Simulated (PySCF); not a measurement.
Te(I)(GeH3) (GeH3ITe), SMILES I[Te][GeH3].

Geometry: B3LYP-D3(BJ)/def2-SVP. The structure was generated by enumeration, and PubChem lists no compound with its InChIKey, so it may never have been made. The def2 effective core potentials stand for the cores of I, Te; spin–orbit coupling is left out.

Method: HF/def2-TZVPD (PySCF).

Symmetry labels are those of the subgroup Cs that the program uses (full group Cs).

Computed valence orbital energies around the gap with their symmetry:
```json
[
 {"orbital": "HOMO−7", "symmetry": "A'", "energy (eV)": "-19.27"},
 {"orbital": "HOMO−6", "symmetry": "A'", "energy (eV)": "-13.63"},
 {"orbital": "HOMO−5", "symmetry": "A\"", "energy (eV)": "-13.55"},
 {"orbital": "HOMO−4", "symmetry": "A'", "energy (eV)": "-11.74"},
 {"orbital": "HOMO−3", "symmetry": "A'", "energy (eV)": "-11.30"},
 {"orbital": "HOMO−2", "symmetry": "A\"", "energy (eV)": "-10.84"},
 {"orbital": "HOMO−1", "symmetry": "A'", "energy (eV)": "-9.80"},
 {"orbital": "HOMO", "symmetry": "A\"", "energy (eV)": "-8.63"},
 {"orbital": "LUMO", "symmetry": "A'", "energy (eV)": "-0.06"},
 {"orbital": "LUMO+1", "symmetry": "A'", "energy (eV)": "1.08"},
 {"orbital": "LUMO+2", "symmetry": "A'", "energy (eV)": "1.37"},
 {"orbital": "LUMO+3", "symmetry": "A'", "energy (eV)": "1.51"}
]
```
